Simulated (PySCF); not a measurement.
# Pr (praseodymium, neutral) across methods

[Xe] 4f3 6s1 6p1, one real determinant (an excited configuration). Calculation: PySCF 2.14, in ANO-R3; the spin-free X2C one-electron Hamiltonian (Gaussian nucleus).

```tsv
method	E (hartree)	mean ε 6s α (eV)	mean ε 4f α (eV)	mean ε 6p α (eV)	Σ⟨r²⟩ (bohr²)	⟨S²⟩
PBE0	-9236.18	-4.440	-4.414	-1.663	89.09	8.751
UHF	-9233.02675	-5.783	-10.414	-2.902	91.08	8.753
LDA	-9229.01	-3.966	-2.325	-1.007	88.17	8.750
r2SCAN	-9236.55	-3.903	-2.806	-1.150	89.16	8.752
PBE	-9236.17	-3.852	-2.374	-1.113	89.03	8.751
```

⟨L²⟩ = 36.00 against 56 for a pure K term, so this real determinant mixes terms. Spin-orbit coupling, absent here, splits the open shell strongly.
